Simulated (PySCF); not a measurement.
Computed beside measured shifts: C10H14O3S

System: C10H14O3S (measured compound), SMILES Cc1ccc(S(=O)(=O)OC(C)C)cc1.

Atom-mapped SMILES (hydrogens are numbered by the atom that bears them): [CH3:1][c:2]1[cH:3][cH:4][c:5]([S:6](=[O:7])(=[O:8])[O:9][CH:10]([CH3:11])[CH3:12])[cH:13][cH:14]1

Method: GIAO PBE0/pcSseg-2, gas phase, PySCF SCF with an in-house response code, fitting set def2-universal-JFIT up to Ne and JKFIT beyond, grid level 2, non-relativistic, geometry: PBE0-D3(BJ)/def2-SVP.

One optimised conformer. Values are averaged over the atoms that symmetry or fast rotation interchanges, on this one geometry and without vibrational averaging. Shifts are the reference shielding less the shielding here, at the same level (13C, 1H against isolated TMS; 17O against isolated H2O; 33S against isolated CS2); nuclei without a reference have shieldings only.

(1) What shifts does this level give for H on 10, H on 11/12, and how do they compare with measurement?

## Answers

(1) 
```
      atom  nucleus  computed / ppm  measured / ppm  computed less measured  measured against                       medium of the measurement
   H on 10       1H            3.95             4.7                   -0.75               TMS  not stated per compound (mostly CDCl3 or CCl4)
H on 11/12       1H            1.03            1.25                   -0.22               TMS  not stated per compound (mostly CDCl3 or CCl4)
```

Measured values: Pretsch, Buehlmann, Badertscher, Structure Determination of Organic Compounds, 4th ed..
